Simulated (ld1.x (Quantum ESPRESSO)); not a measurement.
dysprosium (Dy), PAW: configuration errors across variants

```json
{"Element": "dysprosium", "Generator": "ld1.x (Quantum ESPRESSO) 7.5", "Type": "PAW", "Functional": "LDA (PZ)", "Relativity": "scalar-relativistic", "Frozen core": "[Kr] 4d10", "Valence charge": "20", "Reference configuration": "4f9 5s2 5p6 5d0 6s0 6p0 (charge +3)", "Partial waves": "5s (bound): rcut 1.60, rcutus 1.65 bohr; 6s (bound, empty): rcut 1.60, rcutus 1.65 bohr; 5p (bound): rcut 2.20, rcutus 2.95 bohr; 6p (bound, empty): rcut 2.20, rcutus 2.95 bohr; 5d (bound, empty): rcut 2.70, rcutus 2.85 bohr; 5d channel at -1.4 Ry: rcut 2.70, rcutus 2.85 bohr; 4f (bound): rcut 1.20, rcutus 1.50 bohr; 4f channel at -2 Ry: rcut 1.20, rcutus 1.50 bohr", "Local potential": "all-electron potential smoothed inside 1.50 bohr (lloc = -1)", "Core correction": "Bessel-smoothed model core, default radius (core density twice the valence density)", "Augmentation charge": "PSQ, inside the norm-conserving radii"}
```

All-electron excitation energies from the reference (eV): (1) 4f10 5s2 5p6 5d0 6s2 6p0 -44.314; (2) 4f10 5s2 5p6 5d0 6s1 6p0 -37.862; (3) 4f10 5s2 5p6 5d0 6s0 6p0 -25.985; (4) 4f8 5s2 5p6 5d0 6s0 6p0 45.046; (5) 4f10 5s2 5p5 5d0 6s2 6p0 -13.522.

The overlap operator is not positive definite (basis up to 400 Ry) in “waves 5p (bound): rcut 2.08, rcutus 2.20 bohr; 6p (bound): rcut 2.08, rcutus 2.20 bohr”. Such files are unfit for use, however small their errors in these radial tests.

Tests that are not counted but printed errors over 1 eV. “waves 5p (bound): rcut 2.20, rcutus 3.26 bohr; 6p (bound): rcut 2.20, rcutus 3.26 bohr”: 4f11 5s2 5p6 5d0 6s0 6p0 (solver errors, printed error -4007 eV).

A true bound ghost makes a file unfit for plane-wave use even where its test errors are small: the radial tests pick states by their node count and pass the ghost by. Where a test does run into it, the solver fails or the error is huge.

Errors AE − PS in meV (a dash: test not solved or not reliable):

| change | (1) | (2) | (3) | (4) | (5) | bound ghosts |
| --- | --- | --- | --- | --- | --- | --- |
| base | -143 | -156 | -177 | -246 | -195 | d |
| waves 5p (bound): rcut 1.90, rcutus 2.02 bohr; 6p (bound): rcut 1.90, rcutus 2.02 bohr | -70 | -78 | -92 | +39 | -124 | d |
| waves 5p (bound): rcut 2.08, rcutus 2.20 bohr; 6p (bound): rcut 2.08, rcutus 2.20 bohr | – | – | – | – | – | d (p not tested, overlap not positive) |
| waves 5p (bound): rcut 2.20, rcutus 3.10 bohr; 6p (bound): rcut 2.20, rcutus 3.10 bohr | -151 | -165 | -187 | -269 | -198 | d |
| waves 5p (bound): rcut 2.20, rcutus 3.26 bohr; 6p (bound): rcut 2.20, rcutus 3.26 bohr | -159 | -174 | -197 | -293 | -202 | d |
| waves 5p (bound): rcut 2.20, rcutus 3.80 bohr; 6p (bound): rcut 2.20, rcutus 3.80 bohr | – | – | – | – | – | d |
| waves 5p (bound): rcut 2.20, rcutus 4.00 bohr; 6p (bound): rcut 2.20, rcutus 4.00 bohr | – | – | – | – | – | d |
| waves 5p (bound): rcut 2.20, rcutus 4.40 bohr; 6p (bound): rcut 2.20, rcutus 4.40 bohr | – | – | – | – | – | d |

Task: Give the same row for: waves 5p (bound): rcut 2.20, rcutus 2.74 bohr; 6p (bound): rcut 2.20, rcutus 2.74 bohr.

Result: -132, -144, -163, -215, -188; bound ghosts: d.
